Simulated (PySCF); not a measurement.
# Vertical excitation energies

Compound: cis-Zr(H2O)2Br4 (singlet state).
Bonds: Zr1–O2, Zr1–Br5, Zr1–O6, Zr1–Br9, Zr1–Br10, Zr1–Br11. Hydrogens: H3, H4 on O2; H7, H8 on O6.

Computed with PySCF 2.14.0, density-fitted response routines, TDDFT CAM-B3LYP/def2-SVPD, vertical, gas phase, core orbitals frozen in the response, def2 core potentials past Kr. Geometry: PBE0-D3(BJ)/def2-SVP; no solvent, vibrations or thermal averaging. Spin–orbit coupling is left out. Note that the optimisation stopped short of convergence; the values belong to its last geometry.

What does the calculation give for the low-lying excited states?

| state | E (eV) | ν̃ (cm⁻¹) | f | symmetry | main configurations (H = HOMO, L = LUMO) |
| --- | --- | --- | --- | --- | --- |
| S1 | 4.57 | 36880 | 0.0037 | B1 or B2 | H-1→L (80%), H-2→L+1 (16%) |
| S2 | 4.62 | 37290 | 0.0026 | B1 or B2 | H-2→L (85%), H-1→L+1 (9%) |
| S3 | 4.66 | 37580 | 0.0000 | – | H→L+1 (95%) |
| S4 | 4.72 | 38060 | 0.013 | A1 | H→L (80%), H-1→L+2 (17%) |
| S5 | 4.74 | 38250 | 0.0028 | B1 or B2 | H-1→L+1 (86%), H-2→L (9%) |
| S6 | 4.75 | 38340 | 0.0007 | – | H→L+2 (71%), H-2→L+1 (16%), H-1→L (10%) |
| S7 | 4.81 | 38780 | 0.0000 | – | H-2→L+2 (91%) |
| S8 | 4.90 | 39530 | 0.039 | A1 | H-1→L+2 (75%), H→L (13%) |
| S9 | 4.93 | 39780 | 0.0000 | – | H-3→L (98%) |
| S10 | 5.13 | 41370 | 0.0017 | – | H-4→L (60%), H-3→L+2 (38%) |

Triplets, Tamm–Dancoff:

| state | E (eV) | λ (nm) | main configurations (H = HOMO, L = LUMO) |
| --- | --- | --- | --- |
| T1 | 4.30 | 288.3 | H→L (76%), H-1→L+2 (20%) |
| T2 | 4.33 | 286.4 | H-1→L (64%), H→L+2 (25%) |
| T3 | 4.48 | 276.5 | H-2→L+1 (86%) |
| T4 | 4.52 | 274.3 | H-2→L (86%), H-1→L+1 (8%) |

The lowest singlet lies at 4.57 eV (271 nm, ultraviolet) and is very weak; its leading configuration is HOMO-1→LUMO (80%). The strongest level in the table is S8 at 4.90 eV (253 nm, f = 0.039). For S1 the Löwdin share of zirconium is at most 4% in HOMO-1 and 70% in LUMO (ligand-to-metal charge transfer by this measure); for S8 the Löwdin share of zirconium is at most 4% in HOMO-1 and 68% in LUMO+2 (ligand-to-metal charge transfer by this measure). Orbital energies (eV): HOMO-3 -9.71, HOMO-2 -9.38, HOMO-1 -9.30, HOMO -9.27, LUMO -1.48, LUMO+1 -1.31, LUMO+2 -1.28. Weighted by f, the mean energy of these states is 4.83 eV. Of the 10 states listed, 2 reach f = 0.01 and 3 stay under 0.0005. The vertical ionisation energy (ΔSCF) is 9.99 eV, 4.86 eV above S10. Symmetry labels in C2v follow from the direction of the transition dipole and are given only for states with f of 0.002 or more; B1 and B2 swap with the choice of axes. Only the lowest 10 singlets were computed, as vertical energies without vibronic structure.

Hardware: Arm Neoverse V1, one thread, no GPU, shared host with 32 logical CPUs at a one-minute load of 24. Cost: 14 min (with the writing of density and orbital grids), 1.8 GiB resident at most.
